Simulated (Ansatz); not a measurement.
Sc₂N₂, relaxed as a singlet with RKS r2SCAN-D4/def2-SVP in Ansatz, starting from the GFN1-xTB geometry. Force threshold 0.02 eV/Å.

The restricted singlet is unstable towards broken spin symmetry in Hartree–Fock (as tested in another run); at r2SCAN-D4/def2-SVP this wasn't settled. No other spin state of charge 0 was run. Another isomer (singlet) lies 2.09 eV lower at PBE0-D4/def2-TZVP; other spin states weren't run for this one.

Start:

```xyz
4

Sc    1.041   -1.473    0.541
Sc    0.904    1.273    1.052
N    -0.945   -0.456   -0.900
N    -1.000    0.656   -0.693
```

Task: Estimate the energy that the relaxation releases and the steps that it takes.

Result: 315.3 kJ/mol, in 10 steps; 32 s on 4 threads of Arm Neoverse V2 on a shared host. No frequencies were taken in this run, so the end may be a saddle point.

Task: Does the start keep its bonding and symmetry?

Result: Bonds formed: Sc1–N4 (atoms count from 1). Point group C2v at the start, Cs at the end, both within 0.05 Å.

Task: Predict the relaxed structure.

Result: 
```xyz
4

Sc    0.5566   -1.2615    0.1816
Sc    0.7119    1.4119    0.9207
N    -0.8692   -0.5864   -0.8682
N    -0.3993    0.4360   -0.2341
```
Bond lengths (bridged metal pairs left out): 3 × N–Sc 1.88 to 1.99 Å; 1 × N–N 1.29 Å.
